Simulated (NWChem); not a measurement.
Molecule: GeBrCl, singlet; SMILES [Cl][Ge][Br]

Computed with NWChem. Pople sets run with spherical d functions. Low-valent species are run as closed-shell singlets; no triplet was tried in these runs. Level Hartree-Fock/6-31G*: optimisations from one semi-empirical or force-field start; each run changes one setting, and all end within 0.3 mHa of each other.

| setting | optimisation steps |
|---|---|
| redundant internal coordinates, default thresholds | 4 |
| loose thresholds | 2 |
| no line search | 4 |
| Cartesian coordinates | 3 |
| tight thresholds | 6 |
